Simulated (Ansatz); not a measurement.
Computed with Ansatz on PBE0-D4/def2-TZVP structures; ΔE is electronic, products minus reactants. CBS: MP2 limit from def2 TZ/QZ plus the TZ coupled-cluster correction, frozen cores. Double bonds are as drawn, so ΔE can hold a change between cis and trans. DFT in def2-TZVPP. Elements past krypton have def2 core potentials. For Te outer-core shells are correlated without core-valence functions, which leaves a few kJ/mol of doubt a bond. Each species was taken in one conformer, which may not be the lowest.

Consider the formal exchange of groups at a C–Te bond: `C[Te][SiH2]O` + `[AlH2]/[CH]=C/Cl` → `C/C(Cl)=[CH]\[AlH2]` + `O[SiH2][TeH]`.

```json
{"level": "r2SCAN-D4", "ΔE (eV)": "-0.22"}
{"level": "PBE0-D4", "ΔE (eV)": "-0.22"}
{"level": "ωB97X-V", "ΔE (eV)": "-0.20"}
{"level": "ωB97M-V", "ΔE (eV)": "-0.20"}
{"level": "MP2/def2-QZVPP", "ΔE (eV)": "-0.14"}
{"level": "SCS-MP2/def2-QZVPP", "ΔE (eV)": "-0.13"}
{"level": "HF/CBS(def2)", "ΔE (eV)": "-0.17"}
{"level": "MP2/CBS(def2)", "ΔE (eV)": "-0.13"}
```

Q: What does CCSD(T)/CBS give? (An estimate is asked.)

A: Computed: -0.14 eV. The listed levels differ from it by -0.08, -0.08, -0.06, -0.06, 0.00, 0.01, -0.03, 0.01 eV.

Largest T1 diagnostic among the species: 0.011.
